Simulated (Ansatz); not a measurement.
Program: Ansatz. Geometries: PBE0-D4/def2-TZVP. ΔE: electronic, gas phase. CCSD(T)/CBS adds triple-zeta CCSD(T) − MP2 to the extrapolated MP2 energy (def2 sets, frozen cores). Each species was taken in one conformer, which may not be the lowest.

Consider the formal exchange of groups at the Al–C bond: `[NH2][AlH][CH]1CC1` + `C#C[SiH]([SiH3])Cl` → `[NH2][AlH][SiH]([SiH3])Cl` + `C#CC1CC1`.

```csv
species,HF/def2-TZVPP energy (Eh)
`[NH2][AlH][CH]1CC1`,-414.70735
`C#C[SiH]([SiH3])Cl`,-1116.07246
`[NH2][AlH][SiH]([SiH3])Cl`,-1337.95967
`C#CC1CC1`,-192.80510
```

Q: Work out ΔE.

A: ΔE = (-1337.95967) + (-192.80510) − (-414.70735) − (-1116.07246) = 0.01504 Eh = +39.5 kJ/mol. CCSD(T)/CBS gives +40.4 kJ/mol.

Largest T1 diagnostic among the species: 0.012.

From PBE to PBE0 (25 % exact exchange), in def2-TZVPP and without D4, ΔE moves by +3.5 kJ/mol.
